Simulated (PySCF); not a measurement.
Nd²⁺: ionisation energy

Nd²⁺ [Xe] 4f4 (high-spin determinant) → Nd³⁺ [Xe] 4f3 (high-spin determinant), as a difference of total energies. Computed with PySCF 2.14 in cc-pVDZ-X2C (8s7p5d3f1g, 84 functions), with scalar relativity by spin-free X2C-1e. Correlated levels: valence: [Kr] 4d10 frozen. The calculations carry no spin-orbit coupling.

| method | ionisation energy (eV) |
| --- | --- |
| UHF | 19.900 |
| MP2 (valence) | 21.316 |
| SCS-MP2 (valence) | 20.851 |
| CCSD (valence) | 21.150 |
| CCSD(T) (valence) | 21.215 |

How much does correlation contribute at CCSD(T) (valence)?

21.215 − (19.900) = 1.315 eV, measured against UHF.

A first-order spin-orbit estimate (lowest level to lowest level, LS coupling) adds -0.044 eV.

Errors of the correlated levels include the incompleteness of this basis and the frozen core.

The coupled-cluster amplitudes are large for Nd³⁺ (T1 above 0.03 or a double amplitude above 0.15), so a single reference is strained.

The determinant of Nd²⁺ and of Nd³⁺ mixes LS terms, which raises its energy above the lowest term, most at the Hartree-Fock and MP2 levels.

For comparison: 22.09 ± 0.04 eV (semi-empirical (NIST evaluation); NIST Atomic Spectra Database, ionization energies).
